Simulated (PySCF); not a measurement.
## Dipole moment and polarisability of `CCNC(=O)[SiH2]N`

C₃H₁₀N₂OSi.
Geometry (GFN2-xTB, Å), atoms numbered from 1 in this order:
```xyz
17
C3H10N2OSi angstrom
C     -2.3704   -1.0669   -0.2632
C     -1.8332    0.3503   -0.0942
N     -0.3898    0.3877   -0.1683
C      0.4061    0.7965    0.8438
O     -0.0449    1.2079    1.9008
Si     2.2907    0.7536    0.5036
N      2.4943   -0.5117   -0.6621
H     -1.9705   -1.7183    0.5100
H     -3.4543   -1.0642   -0.1883
H     -2.0915   -1.4684   -1.2360
H     -2.2575    1.0039   -0.8655
H     -2.0967    0.7475    0.8889
H      0.0463    0.0465   -1.0103
H      2.7142    1.9664   -0.1969
H      2.9884    0.6086    1.7829
H      2.1675   -1.4374   -0.4272
H      3.3944   -0.5901   -1.1093
```

Level: wB97X-D/def2-SVPD (PySCF), static field, nuclei fixed, core orbitals frozen in the response. The polarisability tensor in these axes (au):

```
x   96.44  4.83  3.38
y    4.83 73.21  7.60
z    3.38  7.60 79.76
```

Task: Diagonalise the tensor; give its mean and Δα, where Δα² is half the sum of the squared differences of the eigenvalues.

Result: Principal values 68.03, 82.63 and 98.74 au; mean 83.14 au = 12.32 Å³ = 13.71 × 10⁻⁴⁰ C²·m²/J; Δα = 26.60 au (32 % of the mean).

Task: What is the dipole moment, and where does it point?

Result: (0.83, -2.47, -3.34) D, 4.24 D in size, pointing from the negative to the positive side. Measured along this direction, the outermost atoms are O5 at the negative end and H17 at the positive end.

Task: Traceless (Buckingham) quadrupole moment about the centre of nuclear charge: eigenvalues?

Result: -10.98, -0.29, 11.27 D·Å. The values depend on the origin, since the dipole doesn't vanish. The electronic extent ⟨r²⟩ about the same centre is 1237 bohr², a root-mean-square distance of 2.33 Å for the 64 electrons.

Task: Directions of the eigenvectors, and the extent of the frame along each?

Result: Largest value along (0.93, 0.26, 0.27), where the nuclei span 6.94 Å; middle along (-0.36, 0.47, 0.81), 4.51 Å; least along (-0.08, 0.85, -0.53), 3.11 Å. The response follows the extents in order.

Task: Find the Langevin capture rate constant for O2+ (31.990 u) meeting this molecule (118.056 u), k = 2.342 × 10⁻⁹ cm³/s × √(α in Å³ / reduced mass in u).

Result: The reduced mass is 25.17 u, so k = 1.64 × 10⁻⁹ cm³/s. The formula leaves out the permanent dipole, which adds to the capture rate.

Task: In TDDFT the mean static polarisability is Σ f/ω² over all singlet excitations (ω in hartree). How much of it do the 8 lowest give? Their energies (eV) and oscillator strengths: 4.81, 0.0028; 6.52, 0.0749; 6.63, 0.0238; 6.90, 0.0474; 6.95, 0.0377; 7.17, 0.0333; 7.52, 0.0098; 7.77, 0.0376.

Result: They add up to 4.18 au, 5.0 % of the 83.14 au; the largest single term is 1.30 au, from the state at 6.52 eV. Terms in order: 0.09, 1.30, 0.40, 0.74, 0.58, 0.48, 0.13, 0.46 au. Higher excitations give the rest. The strengths listed sum to 0.267.

The structure is a single GFN2-xTB conformer in the gas phase; no vibrational or solvent corrections.

The run behind these numbers computed excited states as well. On one thread, Arm Neoverse N1 (aarch64), no GPU, shared host, this took 98 s (with the writing of density and orbital grids) and 0.96 GiB of memory at its peak.
